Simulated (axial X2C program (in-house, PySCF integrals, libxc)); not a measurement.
# Ionising AlTe

Calculated with an in-house relativistic program for diatomic molecules, spin-free (one-electron X2C) or two-component (2c: spin–orbit coupling with atomic mean-field Coulomb and Gaunt terms, which also bring small scalar terms), in Dyall basis sets with cores contracted in-house; open shells are unrestricted.

Basis sets: Al dyall-v3z, Te dyall-cv3z. Frozen shells (counts by l): AlTe Te 4s3p2d, Al 2s1p, 9 electrons correlated; AlTe⁺ Te 4s3p2d, Al 2s1p, 8 electrons correlated. Coupled cluster in natural virtuals with an MP2 remainder. Where the outer core of a metal is frozen, bonds come out longer and ionisation energies lower.

```
Hamiltonian    level        AlTe state  Re (Å)  ωe (cm⁻¹)  De (eV)
  spin-free       HF  M_S = 1/2, Λ = 0   2.390      358.0     1.67
  spin-free     PBE0  M_S = 1/2, Λ = 0   2.376      394.2     3.16
  spin-free      MP2  M_S = 1/2, Λ = 0   2.363      437.3     3.04
  spin-free     CCSD  M_S = 1/2, Λ = 0   2.395      382.5     2.72
  spin-free  CCSD(T)  M_S = 1/2, Λ = 0   2.395      391.8     2.93
```

Adiabatic ionisation energy (minimum to minimum, no zero-point term) and constants of AlTe⁺:

```
Hamiltonian    level     AlTe⁺ state  IE (eV)  Re (Å)  ωe (cm⁻¹)  De (eV)  fragments
  spin-free       HF  M_S = 1, Λ = 1     7.12   2.649      172.3     0.15   Te + Al+
  spin-free     PBE0  M_S = 1, Λ = 1     8.27   2.558      277.3     0.97   Te + Al+
  spin-free      MP2  M_S = 1, Λ = 1     8.18   2.552      282.2     0.68   Te + Al+
  spin-free     CCSD  M_S = 1, Λ = 1     8.06   2.614      229.1     0.57   Te + Al+
  spin-free  CCSD(T)  M_S = 1, Λ = 1     8.18   2.596      249.9     0.69   Te + Al+
```

Problem. Add the zero-point terms to the ionisation energy at CCSD(T), spin-free, and say whether the electron removed was bonding.

Solution. IE0 = IE + (ωe⁺ − ωe)/2 = 8.18 + (-0.009) = 8.17 eV. Re changes by 0.201 Å, so the bond lengthens, as on loss of a bonding electron.

Problem. Close the cycle De(AlTe⁺) + IE(AlTe) = De(AlTe) + IE(Al) to find the atomic ionisation energy at CCSD(T), spin-free.

Solution. IE(Al) = 0.69 + 8.18 − 2.93 = 5.94 eV, for the determinants used.

Each entry is the lowest single determinant of a limited PBE0 search at one distance. De goes to single-determinant-based atoms at the same level (for ions the charge split of lowest energy) and is withheld (n/a) where an atom does not fit its ground term or J level. Main or longest-lived isotopes. One determinant is a doubtful description, or other states lie close, for AlTe⁺; these need not be ground states, and all values refer to the states named. The functionals have no current term, which raises determinants with orbital currents. Where the atoms have a lower orbital projection than the molecule, De at mean-field level may be about a tenth of an eV too small.
